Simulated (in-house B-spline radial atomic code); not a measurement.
A run on an ion of nuclear charge 66 with 66.8 electrons that did not converge. Method: scalar-relativistic (X2C) OLYP, spin-polarised, spherical fractional occupations, Fermi nucleus of rms radius 5.2218 fm; computed with an all-electron radial atomic-structure program (B-spline basis).

Command:
```bash
python run_scf.py task.json out
```
Settings (nuclear radius in fm, mass in u):
```
Z                66
configuration    [Xe] 4f10.8 6s2
hamiltonian      x2c
method           optx,lyp
spin_polarised   True
nucleus          fermi
rms_radius       5.2218
atomic_mass      163.92918
speed_of_light   137.035999084
```

First and last ten iterations of the last attempt (damped for 15 steps, keeping 80 % of the old Fock matrix, then DIIS):
```
 iter        energy (Eh)    residual
    1      -12106.142590    7.87e-01
    2      -12104.632615    1.50e+00
    3      -12132.552931    9.42e-01
    4      -12147.709250    5.68e-01
    5      -12155.236594    3.53e-01
    6      -12158.605265    2.20e-01
    7      -12159.968902    1.38e-01
    8      -12160.499271    8.15e-02
    9      -12160.726532    5.64e-02
   10      -12160.843371    3.92e-02
  111      -12100.770969    6.31e-01
  112      -12100.792363    6.32e-01
  113      -12100.773462    6.32e-01
  114      -12100.840907    6.31e-01
  115      -12105.607979    6.23e-01
  116      -12105.607275    6.23e-01
  117      -12160.268998    1.02e-01
  118      -12160.251595    1.04e-01
  119      -12105.306346    6.29e-01
  120      -12104.848995    6.31e-01
 not converged after 120 iterations
```

The smallest residual met was 2.9e-02; the threshold is about 7e-07. No energy from this run should be used. The likely cause: this method binds the added charge weakly or not at all at the basis-set limit, so charge moves back and forth between the atom and the box. Time taken, with all properties: 3.1 s on 1 thread of Intel(R) Xeon(R) Platinum 8488C, with other jobs on the host.
